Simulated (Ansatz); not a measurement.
Reaction (isomerisation): `[BH2][SnH2][AlH][CH3]` → `C[BH][SnH2][AlH2]`

Computed with Ansatz on PBE0-D4/def2-TZVP structures; ΔE is electronic, products minus reactants. CCSD(T)/CBS is the MP2 limit (def2-TZVPP, def2-QZVPP) plus CCSD(T) − MP2 in def2-TZVPP, frozen cores. DFT in def2-TZVPP. HSE06 is defined as in plane-wave codes. def2 core potentials past Kr. For Sn outer-core shells are correlated without core-valence functions, which leaves a few kJ/mol of doubt a bond. One conformer a species, not always the lowest.

```
        level  ΔE (kJ/mol)
        HSE06         -8.6
CCSD/def2-SVP        -13.8
```

(1) What does CCSD(T)/CBS give? (Best estimate.)

Largest T1 diagnostic among the species: 0.014.

## Answers

(1) Computed: -5.8 kJ/mol. The listed levels differ from it by -2.8, -8.0 kJ/mol.

Leaving LDA and LC-ωPBE aside and taking each functional with its dispersion term where it has one, the values, not all of them listed here, spread over 12.6 kJ/mol, from B97M-V to B2PLYP. LDA lies −5.6 kJ/mol from PBE without D4. At CCSD(T), def2-SVP lies −8.4 kJ/mol from the extrapolated value and def2-TZVPP +0.4 kJ/mol.

CCSD(T)/CBS has its own doubt, a few kJ/mol and more with outer-core shells, so smaller differences from it don't rank the levels.
